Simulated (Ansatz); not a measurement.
One change: `N[SiH2][GeH2][NH2]` becomes `[NH2][GeH2][SiH2]F`.

Ansatz, PBE0-D4/def2-TZVP geometries, multiplicity 1. Each molecule was computed in one conformer, which needn't be the lowest.

Scalar relativity is left out up to krypton.

```tsv
property	`N[SiH2][GeH2][NH2]`
HOMO energy (B3LYP/def2-TZVPP) / eV	-6.49
size of the dipole moment (PBE/def2-TZVPP) / D	2.05
HOMO energy (PBE0/def2-TZVPP) / eV	-6.70
HOMO–LUMO gap (ωB97M-V/def2-TZVPP) / eV	10.37
LUMO energy (B3LYP/def2-TZVPP) / eV	-0.30
size of the dipole moment (ωB97M-V/def2-TZVPP) / D	2.18
```

Problem. Give the same properties after the change, and the shifts. (Best estimate.)

Solution. Computed: 
```
                                          property  `[NH2][GeH2][SiH2]F`  shift
               HOMO energy (B3LYP/def2-TZVPP) / eV                 -7.14  -0.65
    size of the dipole moment (PBE/def2-TZVPP) / D                  2.07   0.02
                HOMO energy (PBE0/def2-TZVPP) / eV                 -7.37  -0.67
           HOMO–LUMO gap (ωB97M-V/def2-TZVPP) / eV                 11.00   0.63
               LUMO energy (B3LYP/def2-TZVPP) / eV                 -0.61  -0.31
size of the dipole moment (ωB97M-V/def2-TZVPP) / D                  2.18   0.00
```

With PBE0 the HOMO falls by 0.67 eV and the LUMO falls by 0.35 eV, so the gap widens by about 0.32 eV. PBE moves the HOMO by -0.52 eV and ωB97M-V by -0.80 eV. Dipoles are sizes alone; their direction can turn.

B3LYP here is the variant with VWN-RPA as its local correlation; programs differ in this.
